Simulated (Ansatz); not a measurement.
Two structures of GaH5S, closed shell, reached by relaxing down either side of one saddle point (PBE0-D4/def2-TZVP). Energies are electronic, without zero-point energy. Program: Ansatz 0.2.0. Basis: def2-TZVPP and def2-QZVPP. Cores are frozen in the correlated methods. Filled d shells of the heavier atoms are correlated. The def2 sets are not built for correlating such inner shells, so the correlated values are less sure here. Extrapolation: Hartree–Fock as exp(−7.88 √X), correlation as X^−2.97. First:

```tsv
atom	x (Å)	y (Å)	z (Å)
Ga1	-0.8014	-0.2771	0.2159
S2	-0.7356	1.6634	-0.8270
H3	-1.2888	-1.4798	-0.6481
H4	-0.4229	-0.3122	1.7292
H5	1.7780	-0.6717	-0.5767
H6	1.7793	-1.2773	-0.1353
H7	-0.3085	2.3545	0.2420
```

Second:

```xyz
7
angstrom
Ga -0.2685 -0.9891 0.4678
S -0.2459 1.3714 -0.6191
H -1.1124 -1.6584 -0.6805
H -0.9954 -0.5245 1.7848
H 0.6235 1.1009 -1.6068
H 1.2912 -1.2129 0.4966
H 0.7076 1.9124 0.1573
```

(1) Which bonds change from the first to the second?

(2) Give the saddle point's structure and its height above each. (An estimate is asked for; the value comes from the calculation.)

No T1 diagnostic of these runs exceeds 0.014.

## Answers

(1) GaH₃S ([SH][GaH2]) + H₂ → GaH₃ + H₂S (still joined by a long Ga–S bond); bonds formed: Ga1–H6, S2–H5; bonds broken: H5–H6; bonds weakened to dative contacts: Ga1–S2.

(2) By the calculation: 1.268 eV above the first and 0.796 eV above the second (CCSD(T) at an estimated basis limit (MP2 extrapolated from triple and quadruple zeta, plus CCSD(T) − MP2 in triple zeta)).
| atom | x (Å) | y (Å) | z (Å) |
| --- | --- | --- | --- |
| Ga1 | -0.4344 | -0.7415 | 0.3132 |
| S2 | -0.1725 | 1.3760 | -0.9284 |
| H3 | -1.2040 | -1.7024 | -0.6333 |
| H4 | -0.5495 | -0.4288 | 1.8305 |
| H5 | 0.9073 | 0.1989 | -0.5960 |
| H6 | 1.2316 | -0.7694 | -0.1395 |
| H7 | 0.2216 | 2.0670 | 0.1537 |

Labels in which every atom is bracketed show which atoms are joined, not bond orders.

For scale, one of the runs: CCSD(T)/def2-TZVPP, 160 basis functions, launched by `ansatz run in.yaml --threads 2 --pin off --events-out ev --progress --plain --max-ram 4352MiB`. Hardware: 2 CPU threads of an Intel Xeon Platinum 8259CL, shared host. Wall time 20 s; peak host memory 1.1 GiB.
